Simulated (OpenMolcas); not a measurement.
Computed levels of 3s² 3p³ in ions with 15 electrons, in cm-1 above ⁴S°_3/2.

```json
{
  "Program": "OpenMolcas",
  "Method": "SS-CASPT2, IPEA 0.25 Eh, imaginary shift 0.1 Eh",
  "Basis": "ANO-R2",
  "Scalar Hamiltonian": "X2C, finite nucleus",
  "Spin-orbit coupling": "state interaction with AMFI integrals over the reference wave functions, term energies averaged over their components"
}
```

Active space for each ion: 5 electrons in 4 orbitals (3s 3p); closed shells correlated by CASPT2: 2s 2p.

```tsv
Level	P	S+	Ar3+
²D°_3/2	12320	15700	22060
²D°_5/2	12330	15730	22170
²P°_1/2	19770	25340	35970
²P°_3/2	19770	25360	36080
```

**Question.** Estimate ²D°_3/2, ²D°_5/2 for Cl2+ from its neighbours S+ and Ar3+.

**Answer.** ²D°_3/2 is another term, which grows about linearly with the charge: (15700 + 22060) / 2 = 18880. The calculation gives 19000, so the estimate is off by -0.6 %; the measured value is 18053 (Moore, Atomic Energy Levels, vol. I, NSRDS-NBS 35 (1971 reprint of NBS Circular 467, 1949)).
²D°_5/2 is another term, which grows about linearly with the charge: (15730 + 22170) / 2 = 18950. The calculation gives 19060, so the estimate is off by -0.6 %; the measured value is 18120 (Moore, Atomic Energy Levels, vol. I, NSRDS-NBS 35 (1971 reprint of NBS Circular 467, 1949)).

CASPT2 does not keep the components of a term degenerate, so their means are used; among the terms shown or strongly mixed into the levels shown the widest spread is 240 cm-1 (3s² 3p³ ²D°, Cl2+). Over all roots computed the reference weight is 0.88 to 0.95 in S+, 0.87 to 0.96 in Cl2+, 0.88 to 0.96 in Ar3+; the roots of lowest weight are the least certain, and an intruder state may touch them. Measured partners are found by configuration, term and J. A level has none where our copy of the source lacks it or the pairing is in doubt (some pairs that miss far off the trend of their configuration count as doubtful), and it then counts in no deviation. Levels of configurations outside the active space are missing.

° marks odd parity.
